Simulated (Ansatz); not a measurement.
Start from `[SiH3][SiH2]CCl` and change one atom or group to get `ClC[SiH2][GaH2]`.

Ansatz, PBE0-D4/def2-TZVP geometries, multiplicity 1. Each molecule was computed in one conformer, which needn't be the lowest. `ClC[SiH2][GaH2]` holds a close contact that its SMILES doesn't draw: Ga···Cl 2.76 Å.

Scalar relativity is left out up to krypton.

| property | `[SiH3][SiH2]CCl` |
| --- | --- |
| LUMO energy (ωB97M-V/def2-TZVPP) / eV | 1.33 |
| HOMO energy (PBE0/def2-TZVPP) / eV | -7.90 |
| LUMO energy (B3LYP/def2-TZVPP) / eV | -0.65 |
| LUMO energy (PBE/def2-TZVPP) / eV | -1.35 |
| HOMO–LUMO gap (PBE/def2-TZVPP) / eV | 5.30 |
| HOMO–LUMO gap (PBE0/def2-TZVPP) / eV | 7.43 |

(1) Give the same properties after the change, and the shifts. (Best estimate.)

Results:

(1) Ansatz gave: 
| property | `ClC[SiH2][GaH2]` | shift |
| --- | --- | --- |
| LUMO energy (ωB97M-V/def2-TZVPP) / eV | 0.48 | -0.85 |
| HOMO energy (PBE0/def2-TZVPP) / eV | -7.31 | 0.59 |
| LUMO energy (B3LYP/def2-TZVPP) / eV | -1.44 | -0.79 |
| LUMO energy (PBE/def2-TZVPP) / eV | -2.04 | -0.69 |
| HOMO–LUMO gap (PBE/def2-TZVPP) / eV | 4.20 | -1.10 |
| HOMO–LUMO gap (PBE0/def2-TZVPP) / eV | 6.08 | -1.35 |

With PBE0 the HOMO rises by 0.59 eV and the LUMO falls by 0.76 eV, so the gap narrows by about 1.35 eV. PBE moves the HOMO by 0.41 eV and ωB97M-V by 0.67 eV.

B3LYP here is the variant with VWN-RPA as its local correlation; programs differ in this.
